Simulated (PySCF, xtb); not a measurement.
CH₉FOSi₃, SMILES C[SiH2]O[Si@H](F)[SiH3].

GFN2-xTB in xtb at its own geometry gives an orbital gap of 4.40 eV and a dipole moment of 1.04 D.

Geometry optimised at PBE0-D3(BJ)/def2-SVP. The structure was generated by enumeration; whether it is a known compound was not checked. The values are those of a single conformer.

Question: What does PySCF with ωB97X/def2-TZVP give? (An estimate is asked for; the answer gives what the named calculation found.)

Answer: gap 12.09 eV (levels -10.33 and 1.76 eV), dipole 0.68 D.
